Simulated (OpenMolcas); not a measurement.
# W+: effect of the basis set

- Program: OpenMolcas
- Method: MS-CASPT2, IPEA 0.25 Eh, imaginary shift 0.1 Eh (closed shells correlated: 5s 5p)
- Active space: 5 electrons in 6 orbitals (5d 6s)
- State averaging: 2S+1 = 6 even, 6 roots; 2S+1 = 4 even, 81 roots kept (CI in the orbitals of an earlier block); 2S+1 = 2 even, 125 roots kept (CI in the orbitals of an earlier block, 113 in the spin-orbit step)
- Spin-orbit coupling: state interaction with AMFI integrals over the reference wave functions, term energies averaged over their components

A. ANO-R2 [8s6p5d3f2g], X2C, finite nucleus; CASPT2 step about 100 core-seconds
B. ANO-RCC-VTZP [8s7p5d3f2g1h], DKH2, point nucleus; CASPT2 step about 110 core-seconds
C. ANO-R3 [9s7p6d4f3g2h], X2C, finite nucleus; CASPT2 step about 5 core-minutes
D. ANO-RCC-VQZP [9s8p6d4f3g2h], DKH2, point nucleus; CASPT2 step about 4 core-minutes

Energies in cm⁻¹ above 5d⁴ 6s ⁶D_1/2, the measured ground level; measured values from NIST Handbook of Basic Atomic Spectroscopic Data.

```csv
Level,A,B,C,D,Measured
5d⁴ 6s ⁶D_1/2,0.0,0.0,0.0,0.0,0.0
5d⁴ 6s ⁶D_3/2,1594,1562,1636,1650,1519
5d⁴ 6s ⁶D_5/2,3320,3280,3390,3420,3172
5d⁴ 6s ⁶D_7/2,4840,4800,4900,4950,4716
5d⁴ 6s ⁶D_9/2,6170,6150,6210,6290,6147
5d⁵ ⁶S_5/2,8360,7950,7740,7790,7420
5d⁴ 6s ⁴P_1/2(1) [59 %],9570,9700,9380,9490,
5d⁴ 6s ⁴F_3/2(1) [56 %],11930,12300,11780,12030,
5d⁴ 6s ⁴F_5/2(1) [73 %],12750,13110,12540,12810,
5d⁴ 6s ⁴F_7/2(1) [63 %],14190,14530,13900,14170,
5d⁴ 6s ⁴D_1/2(1) [65 %],14210,14250,13650,13810,
5d⁴ 6s ⁴F_9/2(1) [50 %],15640,15960,15330,15590,
5d⁴ 6s ⁴D_3/2(1) [68 %],16090,16120,15520,15720,
5d⁴ 6s ⁴H_7/2 [53 %],16850,17250,16280,16550,
5d⁴ 6s ⁴H_11/2 [55 %],19070,19340,18340,18610,
5d⁴ 6s ²P_1/2 [50 %],20370,20900,19860,20180,
5d⁴ 6s ⁴F_3/2(2) [56 %],20410,20890,20050,20410,
5d⁴ 6s ⁴G_9/2 [52 %],20930,21240,20230,20520,
5d⁴ 6s ⁴H_13/2,21120,21490,20390,20690,
5d⁴ 6s ²F_5/2(1) [61 %],21350,21630,20600,20910,
5d⁴ 6s ⁴F_5/2(2) [58 %],22560,23020,22150,22530,
5d⁴ 6s ⁴G_11/2 [52 %],22610,22870,21830,22140,
5d⁴ 6s ⁴D_3/2(2) [58 %],24260,24730,23670,24010,
5d⁴ 6s ²H_11/2(1) [71 %],25670,26150,24680,25020,
```

Deviations, from unrounded energies. A percentage is the sum of absolute deviations over the sum of measured energies, with the sign that they share, or ± where signs differ.

| Against measurement | Levels | A | B | C | D |
| --- | --- | --- | --- | --- | --- |
| mean absolute deviation (cm-1) | 5 | 260 | 150 | 180 | 230 |
| fine structure of the ground term (%) | 4 | +2.4 | +1.5 | +3.7 | +4.8 |
| other configurations (%) | 1 | +12.6 | +7.1 | +4.4 | +5.0 |

B lies closest to measurement on these levels and A furthest from it. The largest miss of B in the table is 5d⁵ ⁶S_5/2, by +530 cm-1. The ranking rests on the paired levels alone, and a cruder setting can come out closer through cancelling errors.

The two smallest mean deviations differ by little beside CASPT2's spread within terms, so their order carries little weight.

Among A to D the level of the table that moves most is 5d⁴ 6s ²H_11/2(1) [71 %], by 1500 cm-1 (lowest in C, highest in B). Moves below CASPT2's spread within the term are not significant.

CASPT2 breaks the degeneracy within a term, and the mean is taken; among the terms shown or strongly mixed into the levels shown the widest spread is 730 cm-1 (5d⁴ 6s ²H(1), C). Blocks of more than 70 roots (2S+1 = 4 even, 2 even) ran without multistate coupling. Some high roots are left out of the spin-orbit mixing, which shifts the levels that they would mix with. Terms from blocks run as CI alone lack orbitals of their own. Configurations are named by rounded mean occupations; where the s occupation lies near a half they are strongly mixed, a name can repeat and a true partner stay unpaired. A single d shell beside an s shell can misplace configurations of different d count against each other. The CASPT2 spread within a term exceeds the gap to the next term for 5d⁴ 6s ⁴F(2) and 5d⁴ 6s ²G(1), so the order of their levels is uncertain (holds for D). Computed and measured levels are paired by configuration, term and J; levels that our copy of the source lacks, or whose pairing is in doubt (as where it misses far off the trend of its configuration), stay unpaired and out of the deviations. Only configurations of the active space appear. The table leaves out levels that lie high or whose names do not pair safely across all columns.

A share in square brackets marks a mixed level and gives the weight of the term that names it, the lowest over the columns. A number in round brackets counts repeated terms of one configuration in the order of the reference energies.
